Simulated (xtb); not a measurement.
xtb input (GFN2-xTB):

```bash
xtb mol.xyz --gfn 2 --sp --chrg -1 --uhf 0
```
mol.xyz:
```
13

Si    -1.99103813     0.24646821     0.26234898
C     -0.20378274     0.03088087     0.03481600
C      0.78755857     0.55370316     0.81340260
C      2.09519506     0.16391399     0.32008997
C      2.03986436    -0.63149677    -0.80256367
C      0.53305222    -0.75959354    -1.04715021
H     -2.75646720    -1.02934904     0.45992474
H     -2.69863853     0.88324387    -0.89801561
H     -2.32582672     1.09726993     1.44640463
H      0.61014255     1.17977306     1.68763622
H      3.00907487     0.48872487     0.81648839
H      0.28397808    -0.39572339    -2.05368797
H      0.24094605    -1.81894056    -1.04320424
```

End of the output:

```
         :::::::::::::::::::::::::::::::::::::::::::::::::::::
         ::                     SUMMARY                     ::
         :::::::::::::::::::::::::::::::::::::::::::::::::::::
         :: total energy             -16.070440429216 Eh    ::
         :: gradient norm              0.032465783662 Eh/a0 ::
         :: HOMO-LUMO gap              1.729258440300 eV    ::
         ::.................................................::
         :: SCC energy               -16.303419937274 Eh    ::
         :: -> isotropic ES            0.113915855734 Eh    ::
         :: -> anisotropic ES          0.013159686636 Eh    ::
         :: -> anisotropic XC          0.009421943755 Eh    ::
         :: -> dispersion             -0.011497383280 Eh    ::
         :: repulsion energy           0.232979508058 Eh    ::
         :: add. restraining           0.000000000000 Eh    ::
         :: total charge              -1.000000000000 e     ::
         :::::::::::::::::::::::::::::::::::::::::::::::::::::

           -------------------------------------------------
          |                Property Printout                |
           -------------------------------------------------

    * Orbital Energies and Occupations

         #    Occupation            Energy/Eh            Energy/eV
      -------------------------------------------------------------
         1        2.0000           -0.5368627             -14.6088
       ...           ...                  ...                  ...
         4        2.0000           -0.3651947              -9.9375
         5        2.0000           -0.3378394              -9.1931
         6        2.0000           -0.3118753              -8.4866
         7        2.0000           -0.2953433              -8.0367
         8        2.0000           -0.2871317              -7.8133
         9        2.0000           -0.2709634              -7.3733
        10        2.0000           -0.2706641              -7.3651
        11        2.0000           -0.2430454              -6.6136
        12        2.0000           -0.2217793              -6.0349
        13        2.0000           -0.2160538              -5.8791
        14        2.0000           -0.2074580              -5.6452
        15        2.0000           -0.1431087              -3.8942
        16        2.0000           -0.1088111              -2.9609 (HOMO)
        17                         -0.0452620              -1.2316 (LUMO)
        18                         -0.0051641              -0.1405
        19                          0.0076327               0.2077
        20                          0.0205231               0.5585
        21                          0.0641728               1.7462
        22                          0.1010886               2.7508
        23                          0.1412512               3.8436
        24                          0.2960742               8.0566
        25                          0.3269238               8.8960
        26                          0.3608903               9.8203
        27                          0.3780723              10.2879
       ...                                ...                  ...
        36                          0.8435996              22.9555
      -------------------------------------------------------------
                  HL-Gap            0.0635491 Eh            1.7293 eV
             Fermi-level           -0.0770366 Eh           -2.0963 eV

     #   Z          covCN         q      C6AA      α(0)
     1  14 Si       3.622     0.405   100.167    19.205
     2   6 C        2.887    -0.152    31.926     9.264
     3   6 C        2.988    -0.042    29.025     8.838
     4   6 C        3.001    -0.075    29.845     8.962
     5   6 C        1.986    -0.315    40.830    10.319
     6   6 C        3.931    -0.030    21.046     6.520
     7   1 H        0.906    -0.188     9.961     4.938
     8   1 H        0.906    -0.188     9.961     4.938
     9   1 H        0.908    -0.194    10.385     5.041
    10   1 H        0.925    -0.073     4.703     3.392
    11   1 H        0.925    -0.087     5.131     3.542
    12   1 H        0.923    -0.031     3.651     2.988
    13   1 H        0.923    -0.031     3.651     2.988

 Mol. C6AA /au·bohr⁶  :       3031.310450
 Mol. C8AA /au·bohr⁸  :      85685.705588
 Mol. α(0) /au        :         90.933088

Wiberg/Mayer (AO) data.
largest (>0.10) Wiberg bond orders for each atom

 ---------------------------------------------------------------------------
     #   Z sym  total        # sym  WBO       # sym  WBO       # sym  WBO
 ---------------------------------------------------------------------------
     1  14 Si   3.882 --     2 C    1.072     9 H    0.870     7 H    0.869
                             8 H    0.869
     2   6 C    3.967 --     3 C    1.633     1 Si   1.072     6 C    0.987
                             5 C    0.138
     3   6 C    3.973 --     2 C    1.633     4 C    1.232    10 H    0.966
     4   6 C    3.943 --     5 C    1.622     3 C    1.232    11 H    0.965
     5   6 C    2.951 --     4 C    1.622     6 C    1.008     2 C    0.138
     6   6 C    3.960 --     5 C    1.008     2 C    0.987    12 H    0.953
                            13 H    0.953
     7   1 H    0.965 --     1 Si   0.869
     8   1 H    0.965 --     1 Si   0.869
     9   1 H    0.962 --     1 Si   0.870
    10   1 H    0.995 --     3 C    0.966
    11   1 H    0.992 --     4 C    0.965
    12   1 H    0.999 --     6 C    0.953
    13   1 H    0.999 --     6 C    0.953
 ---------------------------------------------------------------------------

Topologies differ in total number of bonds
Writing topology from bond orders to xtbtopo.mol

molecular dipole:
                 x           y           z       tot (Debye)
 q only:       -0.888       0.068       0.057
   full:       -1.439       0.375       0.467       3.963
molecular quadrupole (traceless):
                xx          xy          yy          xz          yz          zz
 q only:      -12.976       2.263       7.367       2.235      -2.751       5.609
  q+dip:      -15.953       5.355       8.353       6.449      -1.703       7.600
Note: The following floating-point exceptions are signalling: IEEE_UNDERFLOW_FLAG IEEE_DENORMAL
normal termination of xtb
   full:      -17.111       5.445       9.274       6.457      -2.688       7.836

           -------------------------------------------------
          | TOTAL ENERGY              -16.070440429216 Eh   |
          | GRADIENT NORM               0.032465783662 Eh/α |
          | HOMO-LUMO GAP               1.729258440300 eV   |
           -------------------------------------------------

------------------------------------------------------------------------
------------------------------------------------------------------------
 total:
 SCF:
```

It need not be the lowest isomer of its formula. Whether it binds its extra electron was not tested at this geometry.
